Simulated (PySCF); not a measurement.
## Computed structure and properties of TmF2

System: TmF2 (singlet in the valence; each metal's 4f electrons, 13 of them, lie in its core potential, out of spins and levels); start: template (C2v). Method: PySCF 2.14.0, RKS PBE0, Tm lcecp-0-SVP with ECP59, F def2-SVP; non-relativistic Hamiltonian with scalar-relativistic core potentials where named; density fitting; no spin-orbit coupling.

Input of the relaxation:

```python
mol = gto.M(atom='''
Tm     0.00000     0.00000    -0.16449
F      2.00170    -0.00000     0.73131
F     -2.00170     0.00000     0.73131''',
    basis={'Tm': 'lcecp-0-SVP', 'F': 'def2-SVP'},
    ecp={'Tm': 'lcecp-0-SVP'},
    charge=0, spin=0)
mf = dft.RKS(mol, xc='PBE0')
mf.grids.atom_grid = (50, 194)  # f atoms: unpruned, at least (60, 302)
mf = mf.density_fit()  # fitting sets: Tm AutoAux, F def2-universal-JKFIT
mf.conv_tol = 1e-08; mf.max_cycle = 55
mf.kernel(dm0)  # dm0: converged density of the start geometry
# quasi-Newton relaxation in Cartesian coordinates to a largest gradient under 0.00045 Eh/bohr, steps kept in the point group
```

Run from Python with OMP_NUM_THREADS=2; the lines above give its settings. Where DIIS fails, smearing, a level shift and second-order steps follow.
It took 6.8 s on 2 threads of Arm Neoverse V2, with other jobs on the host, from the converged density of the start.

Course of the relaxation:

```
step  energy above end (eV)  largest force component within the symmetry (eV/Å)
   0                 0.1887                                               1.378
   1                 0.0308                                               0.610
   2                 0.0041                                               0.222
   3                 0.0014                                               0.027
   4                 0.0009                                               0.025
   5                 0.0000                                               0.011
   6                 0.0000                                               0.001
```

Relaxed geometry (C2v):

```xyz
3

Tm    0.0000    0.0000   -0.1563
F     1.8817    0.0000    0.7272
F    -1.8817    0.0000    0.7272
```

```tsv
contact	Å
Tm1–F2 (F)	2.079
Tm1–F3 (F)	2.079
```

On the finer grid (75, 302):

```yaml
HOMO: not given (4f levels lie in the core)
LUMO: not given (4f levels lie in the core)
Dipole_about_the_centre_of_mass: 5.74 D
Set_of_Mulliken_populations_of_Tm1_outside_the_core_potential: s 2.11, p 6.15, d 0.64, f 0.03
D3_BJ_dispersion_energy_not_in_the_energies: -0.021 eV
```

```tsv
atom	Mulliken (e)	Löwdin (e)	spin (e)
Tm1	1.07	0.87	0.00
F2	-0.54	-0.44	0.00
F3	-0.54	-0.44	0.00
```

The 4f levels lie in the core potential and are missing. Their spin isn't counted.

On the grid (50, 194), as all that follows. Harmonic modes: a minimum; lowest 89 cm⁻¹ (negative: unstable), highest 514 cm⁻¹, zero-point energy 0.069 eV.

Taking off one F (charge -1, singlet; the rest: singlet) in vacuum, both parts rigid, costs 10.09 eV; the small basis without counterpoise inflates it. Most of it is the attraction of opposite charges; other ways to part are cheaper, and one spin state was tried for the rest.

Rigid scan of F along the line from its metal:

distance to F2 (Å), energy (eV) and a bar:
```
     1.78      1.190 ##########
     1.88      0.448 ####
     1.98      0.095 #
     2.08      0.000 
     2.18      0.071 #
     2.28      0.245 ##
     2.48      0.750 ######
     2.78      1.612 #############
     3.18      2.665 ######################
     3.68      3.711 ##############################
```

One start shape was tried, so this needn't be the lowest isomer.

An lcecp potential fixes the number of 4f electrons, so in runs with it no electron can move into or out of that shell.
